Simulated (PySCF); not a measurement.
AlBr$_{3}$, singlet, geometry from GFN2-xTB (such geometries of metal compounds can be far from the true shape); SVWN5/STO-3G in PySCF.

Input for PySCF:
```python
from pyscf import gto, scf, dft

mol = gto.Mole()
mol.atom = '''
    Al   -0.00000000   -0.00000000    0.00000000
    Br   -1.79907489   -1.33890033   -0.10448629
    Br   -0.01545118    1.98485471   -1.04897808
    Br    1.81452607   -0.64595437    1.15346437
'''
mol.basis = 'sto-3g'
mol.verbose = 4
mol.build()

mf = dft.RKS(mol)
mf.xc = 'lda,vwn'
mf.kernel()
mf.analyze()
```

**Question.** Write the output that PySCF gives for this input, abridged.

**Answer.** 
```
PySCF version 2.14.0

[INPUT] verbose = 4
[INPUT] num. atoms = 4
[INPUT] num. electrons = 118
[INPUT] charge = 0
[INPUT] spin (= nelec alpha-beta = 2S) = 0
[INPUT] symmetry False subgroup None
[INPUT] Mole.unit = angstrom
[INPUT] Symbol           X                Y                Z      unit          X                Y                Z       unit  Magmom
[INPUT]  1 Al     0.000000000000   0.000000000000   0.000000000000 AA    0.000000000000   0.000000000000   0.000000000000 Bohr   0.0
[INPUT]  2 Br    -1.799074890000  -1.338900330000  -0.104486290000 AA   -3.399758819682  -2.530154931790  -0.197450471872 Bohr   0.0
[INPUT]  3 Br    -0.015451180000   1.984854710000  -1.048978080000 AA   -0.029198498501   3.750831798953  -1.982281281872 Bohr   0.0
[INPUT]  4 Br     1.814526070000  -0.645954370000   1.153464370000 AA    3.428957318183  -1.220676848266   2.179731753744 Bohr   0.0

nuclear repulsion = 821.859868667177
number of shells = 29
number of NR pGTOs = 189
number of NR cGTOs = 63
basis = sto-3g
ecp = {}

******** <class 'pyscf.dft.rks.RKS'> ********
method = RKS
initial guess = minao
damping factor = 0
level_shift factor = 0
DIIS = <class 'pyscf.scf.diis.CDIIS'>
diis_start_cycle = 1
diis_space = 8
diis_damp = 0
SCF conv_tol = 1e-09
SCF conv_tol_grad = None
SCF max_cycles = 50
direct_scf = True
direct_scf_tol = 1e-13
XC library pyscf.dft.libxc version 7.1.2
    S. Lehtola, C. Steigemann, M. J. T. Oliveira, and M. A. L. Marques,  SoftwareX 7, 1–5 (2018)
XC functionals = lda,vwn
    P. A. M. Dirac,  Math. Proc. Cambridge Philos. Soc. 26, 376 (1930)
    F. Bloch,  Z. Phys. 57, 545 (1929)
    S. H. Vosko, L. Wilk, and M. Nusair,  Can. J. Phys. 58, 1200 (1980)
radial grids:
    Treutler-Ahlrichs [JCP 102, 346 (1995); DOI:10.1063/1.469408] (M4) radial grids

becke partition: Becke, JCP 88, 2547 (1988); DOI:10.1063/1.454033
pruning grids: <function nwchem_prune>
grids dens level: 3
symmetrized grids: False
atomic radii adjust function: <function treutler_atomic_radii_adjust>
small_rho_cutoff = 0
Set gradient conv threshold to 3.16228e-05
Initial guess from minao.
tot grids = 80456
init E= -7855.17733329512
  HOMO = -0.689624142002765  LUMO = -0.377631858411135  gap/eV = 8.48974
cycle= 1 E= -7865.16592998063  delta_E= -9.99  |g|= 0.66  |ddm|= 2.48
  HOMO = -0.126837781993052  LUMO = -0.051053757738625  gap/eV = 2.06219
cycle= 2 E= -7864.60428288196  delta_E= 0.562  |g|= 1.34  |ddm|= 3.75
  HOMO = -0.146020105304008  LUMO = 0.0527551547514412  gap/eV = 5.40895
cycle= 3 E= -7865.38389548598  delta_E= -0.78  |g|= 0.0242  |ddm|= 2.55
  HOMO = -0.149303114229777  LUMO = 0.0446638993851337  gap/eV = 5.27811
cycle= 4 E= -7865.38418548063  delta_E= -0.00029  |g|= 0.00857  |ddm|= 0.0813
  HOMO = -0.149626600663971  LUMO = 0.0451232248987167  gap/eV = 5.29941
cycle= 5 E= -7865.38422357175  delta_E= -3.81e-05  |g|= 0.000739  |ddm|= 0.018
  HOMO = -0.14965510019107  LUMO = 0.045178734914952  gap/eV = 5.30170
cycle= 6 E= -7865.38422382073  delta_E= -2.49e-07  |g|= 5.88e-05  |ddm|= 0.0014
  HOMO = -0.149655571180656  LUMO = 0.0451849985313819  gap/eV = 5.30188
cycle= 7 E= -7865.38422382234  delta_E= -1.61e-09  |g|= 2.01e-06  |ddm|= 0.000122
  HOMO = -0.149655670495619  LUMO = 0.0451850246823123  gap/eV = 5.30189
cycle= 8 E= -7865.38422382233  delta_E= 1.09e-11  |g|= 8e-07  |ddm|= 8.98e-06
  HOMO = -0.149655714884183  LUMO = 0.0451850661140795  gap/eV = 5.30189
Extra cycle  E= -7865.38422382235  delta_E= -1.46e-11  |g|= 8.88e-07  |ddm|= 5.62e-06
converged SCF energy = -7865.38422382235
**** SCF Summaries ****
Total Energy =                       -7865.384223822346939
Nuclear Repulsion Energy =             821.859868667176556
One-electron Energy =               -12663.432075545755652
Two-electron Energy =                 3976.187983056232042
Two-electron Coulomb Energy =         4258.489948220705628
DFT Exchange-Correlation Energy =     -282.301965164473472
HOMO-LUMO gap [eV] =                     5.301887704182016
**** MO energy ****
MO #1   energy= -474.587777528353  occ= 2
MO #2   energy= -474.587777022897  occ= 2
MO #3   energy= -474.587776077389  occ= 2
MO #4   energy= -59.4922842393159  occ= 2
MO #5   energy= -59.4922365257983  occ= 2
MO #6   energy= -59.4922356548476  occ= 2
MO #7   energy= -54.911291087809   occ= 2
MO #8   energy= -54.9112900097506  occ= 2
MO #9   energy= -54.9112886947806  occ= 2
MO #10  energy= -54.9074926674459  occ= 2
MO #11  energy= -54.9074906526092  occ= 2
MO #12  energy= -54.9074898230396  occ= 2
MO #13  energy= -54.9070226801952  occ= 2
MO #14  energy= -54.9070221537552  occ= 2
MO #15  energy= -54.9070213456623  occ= 2
MO #16  energy= -54.6040926885641  occ= 2
MO #17  energy= -7.5846814720448   occ= 2
MO #18  energy= -7.5846189607531   occ= 2
MO #19  energy= -7.58461702087048  occ= 2
MO #20  energy= -5.62613189878766  occ= 2
MO #21  energy= -5.62600766436086  occ= 2
MO #22  energy= -5.6260049758249   occ= 2
MO #23  energy= -5.61079199198572  occ= 2
MO #24  energy= -5.61057049169633  occ= 2
MO #25  energy= -5.61056627448037  occ= 2
MO #26  energy= -5.60885752723666  occ= 2
MO #27  energy= -5.60885280675241  occ= 2
MO #28  energy= -5.60883703712045  occ= 2
MO #29  energy= -3.81956895192968  occ= 2
MO #30  energy= -2.39396522390122  occ= 2
MO #31  energy= -2.393963294541    occ= 2
MO #32  energy= -2.39388962246545  occ= 2
MO #33  energy= -1.43076351350965  occ= 2
MO #34  energy= -1.43072604809111  occ= 2
MO #35  energy= -1.43064098055282  occ= 2
MO #36  energy= -1.42708362334099  occ= 2
MO #37  energy= -1.42683878661882  occ= 2
MO #38  energy= -1.42681951750559  occ= 2
MO #39  energy= -1.42576763042188  occ= 2
MO #40  energy= -1.42574018813231  occ= 2
MO #41  energy= -1.42562638550435  occ= 2
MO #42  energy= -1.41632362998695  occ= 2
MO #43  energy= -1.41631833513998  occ= 2
MO #44  energy= -1.41631512561872  occ= 2
MO #45  energy= -1.4162793830899   occ= 2
MO #46  energy= -1.41627601629317  occ= 2
MO #47  energy= -1.41627587863154  occ= 2
MO #48  energy= -0.600318912603923 occ= 2
MO #49  energy= -0.571349597234847 occ= 2
MO #50  energy= -0.57134902328259  occ= 2
MO #51  energy= -0.31496375415231  occ= 2
MO #52  energy= -0.238244803827975 occ= 2
MO #53  energy= -0.238244114683343 occ= 2
MO #54  energy= -0.189951194763134 occ= 2
MO #55  energy= -0.160257582526124 occ= 2
MO #56  energy= -0.160257094406422 occ= 2
MO #57  energy= -0.15916924278855  occ= 2
MO #58  energy= -0.159168725082486 occ= 2
MO #59  energy= -0.149655714884183 occ= 2
MO #60  energy= 0.0451850661140795 occ= 0
MO #61  energy= 0.0590834818892309 occ= 0
MO #62  energy= 0.258338742705857  occ= 0
MO #63  energy= 0.258339876125117  occ= 0
 ** Mulliken pop on meta-lowdin orthogonal AOs  **
 ** Mulliken pop  **
 ** Mulliken atomic charges  **
charge of    0Al =      0.50799
charge of    1Br =     -0.16933
charge of    2Br =     -0.16933
charge of    3Br =     -0.16933
Dipole moment(X, Y, Z, Debye): -0.00001, -0.00002,  0.00001
```
